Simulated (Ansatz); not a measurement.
Basis-set series for CH3AuF3PS. Total charge 0; spin multiplicity 1. Au: def2 effective core potential. The bonds changed during the relaxation, so this is another structure than the one it started from. Geometry: relaxed with PBE0-D4/def2-TZVP. It is one conformer, not always the lowest.

| atom | x (Å) | y (Å) | z (Å) |
| --- | --- | --- | --- |
| C1 | -0.130 | 0.372 | -1.769 |
| S2 | -1.272 | -0.646 | -0.804 |
| Au3 | -0.374 | -2.697 | -0.879 |
| P4 | -0.205 | 0.317 | 2.242 |
| F5 | 0.523 | -1.080 | 2.211 |
| F6 | 0.447 | 0.822 | 3.592 |
| F7 | 0.780 | 1.085 | 1.278 |
| H8 | -0.079 | 0.046 | -2.806 |
| H9 | -0.553 | 1.379 | -1.738 |
| H10 | 0.863 | 0.401 | -1.326 |

```csv
functional,basis,functions,energy (Eh),HOMO (eV),LUMO (eV)
PBE0-D4,def2-TZVPP,306,-1214.42476,-6.51,-3.08
PBE0-D4,def2-QZVPP,546,-1214.46937,-6.53,-3.08
ωB97M-V,def2-TZVPP,306,-1214.80698,-8.55,-1.32
ωB97M-V,def2-QZVPP,546,-1214.84937,-8.59,-1.35
```

Problem. Give the rows for def2-SVP. (Estimate.)

Solution. Computed: 
```tsv
functional	basis	functions	energy (Eh)	HOMO (eV)	LUMO (eV)
PBE0-D4	def2-SVP	139	-1213.71452	-6.48	-3.01
ωB97M-V	def2-SVP	139	-1214.08794	-8.50	-1.21
```
